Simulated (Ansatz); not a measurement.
Process, species as SMILES: NB(N)Cl + H+ → NB([NH3+])Cl
Structures are relaxed separately at B3LYP-D3(BJ)/def2-TZVP in Ansatz (a first-principles code), one conformer each, not searched for the lowest. Frequencies are from Ansatz.

Quantity: proton affinity (enthalpy at 298 K, with B3LYP-D3(BJ) rigid-rotor harmonic-oscillator terms), positive where the reaction releases energy, in kcal/mol. Correlated levels leave the core frozen unless marked. No spin-orbit coupling. No relativistic terms. CBS marks a two-point X^-3 extrapolation of the correlation energy; Hartree-Fock from the larger set. [CCSD(T)-MP2]/basis is that difference in the basis named.

| level | program | proton affinity (kcal/mol) | minus last row |
|---|---|---|---|
| PBE/def2-TZVPD | Ansatz | 200.4 | -0.6 |
| PBE-D4/def2-TZVPD | Ansatz + dftd4 | 200.4 | -0.6 |
| B3LYP-D3(BJ)/def2-TZVPD | Ansatz + dftd3 | 200.8 | -0.2 |
| PBE0/def2-SVP | Ansatz | 205.3 | 4.3 |
| PBE0-D3(BJ)/def2-TZVPD | Ansatz + dftd3 | 201.7 | 0.7 |
| PBE0-D4/def2-TZVPD | Ansatz + dftd4 | 201.2 | 0.2 |
| CCSD/STO-3G | Ansatz | 262.6 | 61.6 |
| CCSD/6-31G | Ansatz | 203.4 | 2.4 |
| CCSD/cc-pVTZ | Ansatz | 204.2 | 3.2 |
| RI-MP2/CBS(cc-pV(T+d)Z,cc-pV(Q+d)Z)+[CCSD(T)-MP2]/cc-pV(T+d)Z | Ansatz | 201.0 | 0.0 |
